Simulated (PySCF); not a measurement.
SiFCl₂Br, SMILES Br[Si](Cl)(F)Cl.

Geometry optimised at PBE-D3(BJ)/def2-SVP.

These are PBE-D3(BJ)/def2-SVP (PySCF) values and carry that method's errors.

Frequencies are harmonic and unscaled.

Q: Give all harmonic wavenumbers and intensities. (The exact figures need the calculation; the answer reports its results.)

A: 
```tsv
mode	ν (cm⁻¹)	IR (km/mol)	moving atoms (share of kinetic energy)
1	129	0.2	Cl 60 %, Br 21 %, F 13 %
2	139	0.2	Cl 63 %, F 18 %, Br 17 %
3	204	3.2	Cl 48 %, Si 23 %, F 19 %, Br 10 %
4	225	8.5	F 55 %, Br 27 %, Cl 14 %
5	252	11.7	F 52 %, Cl 38 %, Si 9 %
6	388	20.0	Cl 44 %, Si 24 %, F 16 %, Br 16 %
7	573	208.7	Si 70 %, Cl 24 %
8	626	195.0	Si 68 %, Cl 32 %
9	906	118.7	F 55 %, Si 45 %
```
